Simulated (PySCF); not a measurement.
# Orbital picture of HoH

ωB97X at R = 2.054 Å; PySCF, spin-free X2C with a Gaussian nucleus, basis sets Ho x2c-SVPall, H x2c-SVPall. State: quintet, about 10.6 electrons in the 4f shell (Mulliken), real f orbitals that mix terms. Only the outer orbitals are listed, counted within each symmetry.

```json
{"spin": "α", "orbital": "13σ", "occ.": "1", "ε (eV)": "-9.10", "on Ho (%)": "42", "main shells (%)": "58 H s, 24 Ho s, 10 Ho d"}
{"spin": "α", "orbital": "14σ", "occ.": "1", "ε (eV)": "-5.78", "on Ho (%)": "94", "main shells (%)": "67 Ho s, 14 Ho p, 13 Ho d"}
{"spin": "α", "orbital": "8π", "occ.": "0", "ε (eV)": "1.27", "on Ho (%)": "100", "main shells (%)": "62 Ho p, 38 Ho d"}
{"spin": "α", "orbital": "8π", "occ.": "0", "ε (eV)": "1.29", "on Ho (%)": "100", "main shells (%)": "62 Ho p, 38 Ho d"}
{"spin": "α", "orbital": "15σ", "occ.": "0", "ε (eV)": "1.44", "on Ho (%)": "97", "main shells (%)": "57 Ho d, 40 Ho p"}
{"spin": "β", "orbital": "12σ", "occ.": "1", "ε (eV)": "-9.68", "on Ho (%)": "92", "main shells (%)": "91 Ho f"}
{"spin": "β", "orbital": "1φ", "occ.": "1", "ε (eV)": "-9.27", "on Ho (%)": "100", "main shells (%)": "100 Ho f"}
{"spin": "β", "orbital": "3δ", "occ.": "1", "ε (eV)": "-9.12", "on Ho (%)": "100", "main shells (%)": "100 Ho f"}
{"spin": "β", "orbital": "13σ", "occ.": "1", "ε (eV)": "-8.56", "on Ho (%)": "52", "main shells (%)": "48 H s, 27 Ho s, 10 Ho d"}
{"spin": "β", "orbital": "3δ", "occ.": "1", "ε (eV)": "-6.84", "on Ho (%)": "98", "main shells (%)": "64 Ho f, 25 Ho s"}
{"spin": "β", "orbital": "14σ", "occ.": "0", "ε (eV)": "-0.36", "on Ho (%)": "95", "main shells (%)": "42 Ho s, 33 Ho f, 14 Ho p"}
{"spin": "β", "orbital": "7π", "occ.": "0", "ε (eV)": "1.25", "on Ho (%)": "100", "main shells (%)": "59 Ho p, 41 Ho d"}
{"spin": "β", "orbital": "7π", "occ.": "0", "ε (eV)": "1.30", "on Ho (%)": "100", "main shells (%)": "63 Ho p, 37 Ho d"}
```

Question: Which are the highest filled and the lowest empty level, where do they sit, and how wide is the gap?

Answer: Highest filled α 14σ at -5.78 eV (in %: 67 Ho s, 14 Ho p, 13 Ho d); lowest empty β 14σ at -0.36 eV (in %: 42 Ho s, 33 Ho f, 14 Ho p); the gap at ωB97X is 5.42 eV.

| Property | Result |
| --- | --- |
| bond order (Mayer) | 0.91 |
| ⟨S²⟩ | 6.004 |
| charge on Ho (Mulliken, basis-dependent) | 0.25 |
| charge on Ho (Löwdin, basis-dependent) | 0.23 |
| dipole moment (positive dipole means Ho(−)H(+)) | -3.08 D |

Spin–orbit coupling is left out. The state is the lowest single determinant that the PBE0 search found; with open d or f shells the true ground state can be another one.
